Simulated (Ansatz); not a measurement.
`CC[N](CC)[Hf]([Cl])([Cl])[N](C)C` and `C[N](C)[Hf]([F])([Cl])[Cl]` differ in one atom or group.

Ansatz, PBE0-D4/def2-TZVP geometries, multiplicity 1. Each molecule was computed in one conformer, which needn't be the lowest.

Elements past krypton have def2 core potentials.

| property | `CC[N](CC)[Hf]([Cl])([Cl])[N](C)C` |
| --- | --- |
| HOMO–LUMO gap (PBE0/def2-TZVPP) / eV | 6.04 |
| HOMO–LUMO gap (PBE/def2-TZVPP) / eV | 3.91 |
| LUMO energy (PBE/def2-TZVPP) / eV | -1.57 |
| HOMO energy (B3LYP/def2-TZVPP) / eV | -6.52 |
| HOMO–LUMO gap (ωB97M-V/def2-TZVPP) / eV | 10.32 |
| LUMO energy (ωB97M-V/def2-TZVPP) / eV | 1.34 |

Problem. What does the change do to each property? (An estimate is asked.)

Solution. Computed: 
```json
{"property": "HOMO–LUMO gap (PBE0/def2-TZVPP) / eV", "`C[N](C)[Hf]([F])([Cl])[Cl]`": "6.20", "shift": "0.16"}
{"property": "HOMO–LUMO gap (PBE/def2-TZVPP) / eV", "`C[N](C)[Hf]([F])([Cl])[Cl]`": "4.05", "shift": "0.14"}
{"property": "LUMO energy (PBE/def2-TZVPP) / eV", "`C[N](C)[Hf]([F])([Cl])[Cl]`": "-1.94", "shift": "-0.37"}
{"property": "HOMO energy (B3LYP/def2-TZVPP) / eV", "`C[N](C)[Hf]([F])([Cl])[Cl]`": "-7.04", "shift": "-0.52"}
{"property": "HOMO–LUMO gap (ωB97M-V/def2-TZVPP) / eV", "`C[N](C)[Hf]([F])([Cl])[Cl]`": "10.46", "shift": "0.14"}
{"property": "LUMO energy (ωB97M-V/def2-TZVPP) / eV", "`C[N](C)[Hf]([F])([Cl])[Cl]`": "0.99", "shift": "-0.35"}
```

With PBE0 the HOMO falls by 0.53 eV and the LUMO falls by 0.37 eV, so the gap widens by about 0.16 eV. PBE moves the HOMO by -0.51 eV and ωB97M-V by -0.49 eV.

B3LYP here is the variant with VWN-RPA as its local correlation; programs differ in this.
